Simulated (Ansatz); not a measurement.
The cation of `C[O][Mo]([OH])([F])([F])([F])[F]` at the neutral geometry.

```yaml
crystal:
  periodic: [false, false, false]
  atoms:
    - {symbol: C, position_ang: [0.858324, -1.762859, 0.498916]}
    - {symbol: O, position_ang: [0.089586, -0.621517, 0.736626]}
    - {symbol: Mo, position_ang: [-0.342136, 0.992031, 0.066631]}
    - {symbol: O, position_ang: [-1.341294, 0.164065, -1.270143]}
    - {symbol: F, position_ang: [-0.647373, 2.509676, -0.955017]}
    - {symbol: F, position_ang: [0.522772, 2.091402, 1.270306]}
    - {symbol: F, position_ang: [1.279568, 0.868259, -0.839324]}
    - {symbol: F, position_ang: [-1.813921, 1.221048, 1.145118]}
    - {symbol: H, position_ang: [1.749450, -1.471989, -0.065343]}
    - {symbol: H, position_ang: [1.137988, -2.204102, 1.456861]}
    - {symbol: H, position_ang: [0.263024, -2.473444, -0.080148]}
    - {symbol: H, position_ang: [-1.755997, 0.687421, -1.964484]}
basis:
  gaussian: {orbitals: def2-TZVPP}
total_charge: 1
magnetization: {spin_polarized: true, initial_magnetization: 1}
hamiltonian: {xc: pbe, dispersion: d4}
```

```sh
$ ansatz run in.yaml --threads 4 --pin off --events-out ev --progress --plain --max-ram 66560MiB --backend cuda --devices 0, --max-vram 37GiB
```

It prints (some lines left out):

```
Functional definition: PBE
1641 factors; their error is unknown
mean field evaluation 1: about -17879.7315 eV, gradient 9.6e1 eV
mean field evaluation 2: about -17500.3867 eV, gradient 3.2e2 eV
mean field evaluation 4: about -17873.5683 eV, gradient 9.7e1 eV
mean field evaluation 8: about -17907.4435 eV, gradient 6.2e-2 eV
mean field evaluation 16: about -17907.4235 eV, gradient 7.8e-6 eV
mean field -17907.42345533 eV, -658.0856738959 hartree, gradient 7.5e-6 eV, S^2 0.757531; 10 other end points of the search recorded, 0 dependent functions left out
reference -17907.42352758 eV, -658.0856765509 hartree; 38, 37 occupied and 291, 292 virtual orbitals, 1641 factors
Total energy: -17907.68312727 eV, -658.0952166636 hartree
```

Hardware: 4 threads of an AMD EPYC 7R13 on a shared host and a share of an NVIDIA H100 80 GB. Wall time 19 s, peak host memory 0.96 GiB.
